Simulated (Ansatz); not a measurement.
A set of 12 reactions (hydrogen abstraction), with CCSD(T)/CBS values in kJ/mol:

| reaction | ΔE |
| --- | --- |
| `CO[SiH](S)Cl` + `[SiH3]`• → `CO[Si](S)Cl`• + SiH₄ | 2.3 |
| `C[Te]C` + Cl• → `[CH2][Te]C`• + HCl | -10.7 |
| `C#[C][GeH]([CH3])[F]` + Cl• → `C#[C][Ge]([CH3])[F]`• + HCl | -64.3 |
| `C[Si](Cl)(Cl)Cl` + `[SiH3]`• → `[CH2][Si](Cl)(Cl)Cl`• + SiH₄ | 55.0 |
| `CO[SiH](O)[SiH3]` + `[OH]`• → `CO[Si](O)[SiH3]`• + H₂O | -124.8 |
| `Cl[SiH](Cl)I` + Cl• → `Cl[Si](Cl)I`• + HCl | -53.9 |
| `CBCC` + `[SiH3]`• → `C[B]CC`• + SiH₄ | 52.2 |
| H–F + `[OH]`• → F• + H₂O | 66.8 |
| `C#[C][GeH]([CH3])[F]` + `[SiH3]`• → `C#[C][Ge]([CH3])[F]`• + SiH₄ | -20.6 |
| `OF` + `[OH]`• → `[O]F`• + H₂O | -82.0 |
| `CO[SiH](S)Cl` + H• → `CO[Si](S)Cl`• + H₂ | -51.4 |
| HBr + H• → Br• + H₂ | -60.7 |

Isolated molecules relaxed with PBE0-D4/def2-TZVP in Ansatz; ΔE leaves out vibrations. CCSD(T)/CBS adds triple-zeta CCSD(T) − MP2 to the extrapolated MP2 energy (def2 sets, frozen cores). Small cases extrapolate CCSD(T) itself. Functionals use def2-TZVPP. B3LYP here is the variant with VWN-RPA as its local correlation; programs differ in this. No spin–orbit coupling; open shells (•) take unrestricted orbitals. Spin–orbit coupling would lower the free atoms: a little for Cl, F; clearly for Br. def2 core potentials past Kr. For Br, Ge, I, Te outer-core shells are correlated without core-valence functions, so the limit isn't a true one: a few kJ/mol of doubt a bond, and 10 to 20 or more in all where bonds break to atoms. Scalar relativity is left out up to krypton. One conformer a species, not always the lowest.

Q: Give the mean, mean absolute and largest difference (level minus CCSD(T)/CBS, kJ/mol) for: PBE-D4, r2SCAN-D4, ωB97M-V, B2PLYP, PBE, r2SCAN, PBE0, B3LYP, HF/def2-TZVPP, SCS-MP2/def2-TZVPP, CCSD/def2-TZVPP, MP2/def2-QZVPP, HF/CBS(def2), MP2/CBS(def2). (An estimate is asked.)

A: Ansatz gave: 
```tsv
level	mean	mean absolute	largest
PBE-D4	-10.8	15.6	-33.1
r2SCAN-D4	-7.8	8.5	-21.9
ωB97M-V	-2.3	5.1	-13.0
B2PLYP	-3.0	4.1	-8.6
PBE	-11.2	15.8	-33.6
r2SCAN	-8.0	8.7	-22.1
PBE0	-4.2	6.5	-17.0
B3LYP	-7.0	7.7	-19.2
HF/def2-TZVPP	14.3	27.8	83.6
SCS-MP2/def2-TZVPP	5.9	7.5	17.9
CCSD/def2-TZVPP	3.8	7.0	18.1
MP2/def2-QZVPP	2.6	7.4	-19.1
HF/CBS(def2)	13.4	27.1	80.9
MP2/CBS(def2)	2.0	8.1	-22.9
```

The largest T1 diagnostic in the set is 0.028, for `[O]F`• (customary mark 0.045).

CCSD(T)/CBS is a level of theory with its own doubt, and the functionals carry their triple-zeta basis error, so these figures describe this set and don't rank the functionals.
